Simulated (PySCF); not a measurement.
Molecule: trichloro(prop-2-enyl)germane, C₃H₅Cl₃Ge, charge 0, multiplicity 1. 
Geometry from a B3LYP-D3(BJ)/def2-TZVP (Ansatz) optimisation:
SMILES: C([CH2][Ge]([Cl])([Cl])[Cl])=C
```xyz
12

C      3.4742    -0.0928     0.0918
C      2.4310    -0.9103     0.0143
C      1.3199    -0.7634    -0.9669
Ge    -0.2866    -0.0159    -0.1171
Cl    -0.8718    -1.1886     1.5951
Cl    -1.9480     0.0189    -1.4930
Cl     0.0593     2.0007     0.5515
H      3.5913     0.7463    -0.5840
H      4.2461    -0.2355     0.8358
H      2.3405    -1.7317     0.7173
H      1.5672    -0.0798    -1.7795
H      1.0026    -1.7175    -1.3907
```
Charge 0, spin multiplicity 1.

Dispersion corrections to the total energy (kcal/mol) from the dftd3 and dftd4 libraries through PySCF: D3(BJ) without and D4 with the three-body term, each with the damping fitted for the functional named.

| functional | D3(BJ) | D4 |
|---|---|---|
| B2PLYP | ? | -6.88 |
| HF | -61.64 | -29.31 |
| PBE | -9.32 | -9.69 |
| PW6B95 | -6.02 | ? |
| revPBE | -21.66 | -24.91 |
| TPSS | ? | -13.04 |
| B2GP-PLYP | -8.45 | -4.34 |

**Question.** What belongs in the gaps?

**Answer.** 
- B2PLYP, D3(BJ): -8.63
- PW6B95, D4: -7.62
- TPSS, D3(BJ): -12.31
